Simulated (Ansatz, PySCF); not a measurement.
The pair A = PH3 (SMILES P) (first 4 atoms), B = AsH3 (SMILES [AsH3]); geometry from B3LYP-D3(BJ)/def2-TZVP.
(charge 0, multiplicity 1):
```csv
atom,x (Å),y (Å),z (Å)
P,-0.5518,0.1766,0.2743
H,0.7162,-0.4564,0.2556
H,-1.2642,-1.0484,0.2453
H,-0.5941,0.3428,-1.1351
As,-0.4515,-0.2415,3.8900
H,-1.8152,0.4360,3.9278
H,0.2822,1.0922,3.9484
H,-0.4163,-0.4018,5.4082
```

Correlated levels freeze the cores. Filled d and f shells under p-block atoms count as core. CBS(a, b) extrapolates the correlation energy as X⁻³ and adds the Hartree–Fock energy of set b.

Codes used: Ansatz (a quantum-chemistry and plane-wave program) with Gaussian orbitals; PySCF for the dispersion terms. Each number belongs to the level named beside it.

The monomers are drawn apart, rigid, along the line of their centres of mass. Counterpoise-corrected interaction energies (kcal/mol):

```tsv
level	R = 5.153 Å	R = 6.609 Å
PBE/def2-TZVPPD	-0.2355	-0.0439
PBE-D3(BJ)/def2-TZVPPD	-0.5037	-0.1067
wB97M-V/def2-TZVPPD	-0.3691	-0.0865
CCSD(T)/CBS(def2-SVPD, def2-TZVPPD)	-0.3711	-0.0914
```

R is the distance of the centres of mass. Find the local exponent m of E ∝ R⁻ᵐ between the two points.


m = ln(E₁/E₂)/ln(R₂/R₁): PBE/def2-TZVPPD 6.7; PBE-D3(BJ)/def2-TZVPPD 6.2; wB97M-V/def2-TZVPPD 5.8; CCSD(T)/CBS(def2-SVPD, def2-TZVPPD) 5.6. For scale, two fixed dipoles give m = 3, dipole and quadrupole 4, quadrupoles 5, and dispersion or dipole-induced dipole 6 at long range; at these distances several terms mix, and what is left of overlap and damping shifts m, so it need not match one of them.
